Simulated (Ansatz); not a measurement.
One change: `[CH3][Ga]([CH3])[NH2]` becomes `[CH3][Ga]([CH3])[C]#N`.

Ansatz, PBE0-D4/def2-TZVP geometries, multiplicity 1. Each molecule was computed in one conformer, which needn't be the lowest.

Scalar relativity is left out up to krypton.

```
                                                                                  property  `[CH3][Ga]([CH3])[NH2]`
                                            zero-point energy (PBE0-D4/def2-TZVP) / kJ/mol                    254.0
                                            size of the dipole moment (PBE/def2-TZVPP) / D                     0.39
                                                     HOMO energy (ωB97M-V/def2-TZVPP) / eV                    -9.40
                                                     LUMO energy (ωB97M-V/def2-TZVPP) / eV                     1.86
                                          size of the dipole moment (B3LYP/def2-TZVPP) / D                     0.31
ideal-gas entropy at 298 K and 1 bar (rigid rotor, harmonic PBE0-D4/def2-TZVP) / J/(mol·K)                      367
```

(1) Give the same properties after the change, and the shifts. (Estimate.)

Answers

(1) Computed: 
```
                                                                                  property  `[CH3][Ga]([CH3])[C]#N`  shift
                                            zero-point energy (PBE0-D4/def2-TZVP) / kJ/mol                    208.0  -46.0
                                            size of the dipole moment (PBE/def2-TZVPP) / D                     4.54   4.15
                                                     HOMO energy (ωB97M-V/def2-TZVPP) / eV                   -10.60  -1.20
                                                     LUMO energy (ωB97M-V/def2-TZVPP) / eV                    -0.02  -1.88
                                          size of the dipole moment (B3LYP/def2-TZVPP) / D                     4.65   4.34
ideal-gas entropy at 298 K and 1 bar (rigid rotor, harmonic PBE0-D4/def2-TZVP) / J/(mol·K)                      380     13
```

With PBE0 the HOMO falls by 1.41 eV and the LUMO falls by 1.99 eV, so the gap narrows by about 0.58 eV. PBE moves the HOMO by -1.52 eV and ωB97M-V by -1.20 eV. The zero-point energy changes by -46.0 kJ/mol with -3 modes. Dipoles are sizes alone; their direction can turn. Modes under 60 cm⁻¹, often nearly free rotors, make the harmonic entropy too high.

B3LYP here is the variant with VWN-RPA as its local correlation; programs differ in this.
